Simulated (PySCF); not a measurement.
CH₇BO₂Si, SMILES OB(O)C[SiH3].

Geometry optimised at B3LYP-D3(BJ)/def2-SVP. The structure was generated by enumeration, and PubChem lists no compound with its InChIKey, so it may never have been made. The values are those of a single conformer.

Method: TDA-B3LYP/def2-SVPD (PySCF).

Vertical excitations. Isolated molecule, no solvent.

```
state  energy (eV)  λ (nm)      f                                                                  main pairs
-----  -----------  ------  -----  --------------------------------------------------------------------------
S1            7.17     173  0.016                                                              HOMO→LUMO 99 %
S2            7.54     164  0.003                                                            HOMO−1→LUMO 97 %
S3            7.79     159  0.008                                                            HOMO−2→LUMO 96 %
S4            7.94     156  0.089                                                            HOMO→LUMO+1 71 %
S5            8.07     154  0.029                                                            HOMO−3→LUMO 86 %
S6            8.17     152  0.005                                                            HOMO→LUMO+2 77 %
S7            8.37     148  0.057                                          HOMO−4→LUMO 72 %, HOMO→LUMO+4 14 %
S8            8.49     146  0.012  HOMO→LUMO+3 20 %, HOMO→LUMO+4 19 %, HOMO−1→LUMO+2 16 %, HOMO−1→LUMO+1 16 %
S9            8.54     145  0.039                    HOMO→LUMO+3 59 %, HOMO−1→LUMO+1 15 %, HOMO−1→LUMO+2 12 %
S10           8.56     145  0.031  HOMO−2→LUMO+1 40 %, HOMO→LUMO+3 10 %, HOMO−2→LUMO+2 9 %, HOMO−1→LUMO+2 9 %
T1            6.96     178      0                                                              HOMO→LUMO 97 %
T2            7.36     169      0                                                            HOMO−1→LUMO 92 %
T3            7.40     168      0                                          HOMO→LUMO+1 62 %, HOMO→LUMO+2 21 %
T4            7.54     164      0                                                            HOMO−2→LUMO 90 %
```
Triplets are in the Tamm–Dancoff approximation.
